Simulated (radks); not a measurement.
Question: Ga3+, 28 electrons, occupied as [Ar] 3d9 4p1 (not the ground configuration). Method: scalar-relativistic Kohn-Sham, Wu-Cohen GGA, spin-unpolarised, spherical densities, finite nucleus; Fermi nuclear charge, rms radius 3.9973 fm; computed with a radial shooting solver on a logarithmic mesh with Libxc functionals. Some entries of the table are withheld. Estimate them.

orbital,occ.,eigenvalue (eV),<r^2> (bohr^2)
1s,2,-10273.25,(1)
2s,2,(2),0.05602
2p,6,-1145.134,0.04460
3s,2,-192.5762,0.4836
3p,6,-143.2304,0.5297
3d,9,-62.6578,(3)
4s,0,-40.2318,(4)
4p,1,-30.1955,(5)
4d,0,-17.1378,(6)

Answer: 
(1) 1s <r^2> (bohr^2): 0.003180
(2) 2s eigenvalue (eV): -1308.107
(3) 3d <r^2> (bohr^2): 0.7106
(4) 4s <r^2> (bohr^2): 4.002
(5) 4p <r^2> (bohr^2): 5.375
(6) 4d <r^2> (bohr^2): 10.87
